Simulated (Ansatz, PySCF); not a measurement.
C2H8SiZn, SMILES C[CH2][Zn][SiH3]. Atoms are numbered in the order given.

```xyz
12

Zn    -0.0410     0.0504     0.0512
C     -0.5688    -1.0845    -1.4690
C     -1.9492    -0.7780    -2.0697
H     -0.5280    -2.1388    -1.1358
H      0.2109    -0.9918    -2.2485
H     -2.0129     0.2561    -2.4485
H     -2.7570    -0.8992    -1.3282
H     -2.1895    -1.4451    -2.9172
Si     0.6015     1.4258     1.8943
H      0.0326     0.9465     3.1927
H      0.1490     2.8433     1.7355
H      2.0854     1.4776     2.0801
```
Charge 0, spin multiplicity 1.

Coordinates come from a TPSSh-D3(BJ)/def2-SVP optimisation. The structure was generated by enumeration; whether it is a known compound was not checked. The values are those of a single conformer.

Two levels are set side by side: PBE-D3(BJ)/def2-SVP (Ansatz, a quantum-chemistry and plane-wave program) and TPSSh-D3(BJ)/def2-SVP (PySCF). Each level has its own optimised geometry; the coordinates shown are those of the second. Differences are taken from unrounded values.

```csv
quantity,TPSSh-D3(BJ),PBE-D3(BJ),PBE-D3(BJ) minus TPSSh-D3(BJ)
mean bond length (Å),1.446,1.453,0.007
bond Zn1–C2 (Å),1.969,1.968,-0.001
bond Zn1–Si9 (Å),2.388,2.384,-0.004
bond C2–C3 (Å),1.536,1.535,-0.001
bond C2–H4 (Å),1.106,1.113,0.007
bond C2–H5 (Å),1.106,1.113,0.007
bond C3–H6 (Å),1.103,1.110,0.007
bond C3–H7 (Å),1.103,1.110,0.007
bond C3–H8 (Å),1.105,1.113,0.008
bond Si9–H10 (Å),1.496,1.511,0.015
bond Si9–H11 (Å),1.496,1.511,0.015
bond Si9–H12 (Å),1.496,1.511,0.015
```

GGA bonds tend to be longer and softer than those of functionals with exact exchange. Differences between two approximate levels are no errors against the true value.
